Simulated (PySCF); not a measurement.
ClH₂Si, SMILES [SiH2]Cl (connectivity only; charge and spin as stated), charge +1, multiplicity 1.

Geometry: B3LYP-D3(BJ)/def2-TZVP. The spin state was assumed, not searched. The isomer is the one that the SMILES or the coordinates give; other isomers of the formula were not compared.

Level of theory: ωB97X/def2-TZVPD (PySCF).

Isolated molecule, no solvent.

| Item | Result |
|---|---|
| total energy | -750.60965 hartree |
| point group | C2v |
| highest occupied level | -18.39 eV |
| lowest empty level | -7.30 eV |
| orbital gap | 11.09 eV |
| dipole moment about the centre of nuclear charge | 3.84 D |
| mean static polarisability | 31.9 bohr³ (4.73 Å³) |
| polarisability, principal values | 25.0, 30.0, 40.7 bohr³ |
